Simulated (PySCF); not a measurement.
**Telling isomers of C7H11N3 apart by NMR**

PySCF 2.14.0 with density-fitted response routines calculation with geometry from GFN2-xTB and shieldings: GIAO PBE0/pcSseg-1; rapidly exchanging positions averaged, non-relativistic Hamiltonian, in vacuum, one conformer.

Chemical shifts δ = σref − σ; 1H and 13C vs TMS, all at this level. Where no couplings were computed, multiplicities follow the n + 1 count of equivalent neighbours, and m marks all less simple cases (inequivalent or close neighbours, rings, F or P nearby). Shifts are as computed. Against solution values, carbons near 30 ppm lie about +3 ppm off and those near 130 ppm about +5 ppm. Of 1211 compounds with measured shifts, 218 miss one by over three times the rms of a fit or turn the order of signals round; such compounds aren't used in these exercises.

(1) Tabulate the signals of `Cc1cnncc1N(C)C`, `CC(C)(C)c1ncncn1`, `Cc1ncnnc1C(C)C`, `C=Cc1nnn(CC)c1C` and their relative energies.

(2) What is the quickest way to tell Cc1cnncc1N(C)C from CC(C)(C)c1ncncn1?

(3) What is the quickest way to tell Cc1cnncc1N(C)C from Cc1ncnnc1C(C)C?

(4) What is the quickest way to tell Cc1cnncc1N(C)C from C=Cc1nnn(CC)c1C?

## Answers

(1) 
| SMILES | carbon types | δC | δH | E rel. (kcal/mol) |
| --- | --- | --- | --- | --- |
| Cc1cnncc1N(C)C | 2×C 2×CH 3×CH3 | 156.9, 152.0, 143.7, 127.4, 42.6, 18.7 | 9.07 (s, 1H), 8.84 (s, 1H), 2.91 (s, 6H), 2.30 (s, 3H) | 36.6 |
| CC(C)(C)c1ncncn1 | 2×C 2×CH 3×CH3 | 193.3, 172.4, 42.0, 30.7 | 9.34 (s, 2H), 1.53 (s, 9H) | 0.0 |
| Cc1ncnnc1C(C)C | 2×C 2×CH 3×CH3 | 173.3, 161.2, 160.7, 34.8, 24.4, 24.3 | 9.73 (s, 1H), 3.08 (sept, 1H), 2.71 (s, 3H), 1.54 (d, 6H) | 24.5 |
| C=Cc1nnn(CC)c1C | 2×C 1×CH 2×CH2 2×CH3 | 148.3, 133.7, 130.3, 121.4, 44.4, 18.3, 9.4 | 7.07 (m, 1H), 6.70 (m, 1H), 5.63 (m, 1H), 4.37 (q, 2H), 2.38 (s, 3H), 1.36 (t, 3H) | 31.7 |

Energies are electronic energies at PBE0/pcSseg-1 on these geometries, without zero-point or thermal terms, each for the one conformer computed, which needn't be the lowest.

(2) Count the carbon signals: 6 against 4. The first has a substituted aromatic carbon (C) at 127.4 ppm, the second a quaternary sp3 carbon on an aromatic ring (C) at 42.0 ppm. Their most deshielded carbons lie at 156.9 and 193.3 ppm.

(3) Both give the same number of carbon signals, with the same numbers of each carbon type, so the positions decide. The first has a substituted aromatic carbon (C) at 127.4 ppm, the second an sp3 CH on an aromatic ring at 34.8 ppm. Their most deshielded carbons lie at 156.9 and 173.3 ppm. In the proton spectra the most deshielded non-exchanging signals are 9.07 (s, 1H) and 9.73 (s, 1H).

(4) Count the carbon signals: 6 against 7. The first has an aromatic CH next to a ring nitrogen at 156.9 ppm, the second a terminal =CH2 carbon at 121.4 ppm. Their most deshielded carbons lie at 156.9 and 148.3 ppm. In the proton spectra the most deshielded non-exchanging signals are 9.07 (s, 1H) and 7.07 (m, 1H).
